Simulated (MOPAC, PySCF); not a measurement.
C4H12GeO4, SMILES `C[O][Ge]([O]C)([O]C)[O]C`, neutral singlet in the gas phase. 

Cartesian coordinates (Å):
SMILES: C[O][Ge]([O]C)([O]C)[O]C
```xyz
21

C      1.9374     1.8121     0.7436
O      1.3517     0.5424     0.9850
Ge    -0.0001    -0.0003    -0.0002
O      0.4002    -0.4247    -1.6592
C      1.1424    -1.6040    -1.9275
O     -0.6198    -1.4614     0.7573
C     -0.8440    -1.4904     2.1582
O     -1.1325     1.3425    -0.0838
C     -2.2358     1.2824    -0.9742
H      2.6701     2.0017     1.5432
H      2.4682     1.8409    -0.2258
H      1.1860     2.6209     0.7542
H      2.1831    -1.5250    -1.5625
H      0.6789    -2.4954    -1.4700
H      1.1701    -1.7426    -3.0193
H     -1.6800    -0.8297     2.4531
H      0.0545    -1.1907     2.7253
H     -1.1070    -2.5230     2.4351
H     -1.9185     1.0643    -2.0089
H     -2.7344     2.2638    -0.9582
H     -2.9705     0.5162    -0.6652
```
Charge 0, spin multiplicity 1.

All levels are single points at this geometry (r2SCAN-D4/def2-SVP); Pople sets use spherical d functions. Orbital energies aren't observables, and empty levels follow the basis.

M06-2X/6-31G* in PySCF gives gap (eV) = 11.12.

**Question.** Estimate the gap (eV) from each of these levels: r2SCAN-D4/def2-TZVP in PySCF; B3LYP/6-311+G** (LANL2DZ on Ge) in PySCF; B3LYP/6-31G* in PySCF; B3LYP/LANL2DZ in PySCF; BP86/6-31G* in PySCF; HF/3-21G in PySCF; HF/STO-3G in PySCF; AM1 in MOPAC.

**Answer.** 
| level | gap (eV) |
|---|---|
| r2SCAN-D4/def2-TZVP in PySCF | 6.33 |
| B3LYP/6-311+G** (LANL2DZ on Ge) in PySCF | 7.54 |
| B3LYP/6-31G* in PySCF | 7.80 |
| B3LYP/LANL2DZ in PySCF | 7.64 |
| BP86/6-31G* in PySCF | 5.60 |
| HF/3-21G in PySCF | 16.79 |
| HF/STO-3G in PySCF | 18.35 |
| AM1 in MOPAC | 10.81 |
